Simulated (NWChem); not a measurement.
System: C₂H₇O cation; SMILES C[OH+]C

All runs: NWChem. Pople sets run with spherical d functions. The geometry was optimised at B3LYP/6-31G* (spherical d). Level: B3LYP/6-31G* with SMD (1 M gas to 1 M solution), gas-phase geometry. Reactions with the solvent are ignored.

Q: Order these by “solvation free energy (kcal/mol)”, lowest first: cyclohexane; 1-octanol; ethyl acetate; water.

A: water (-67.3), 1-octanol (-63.2), ethyl acetate (-54.3), cyclohexane (-32.8)
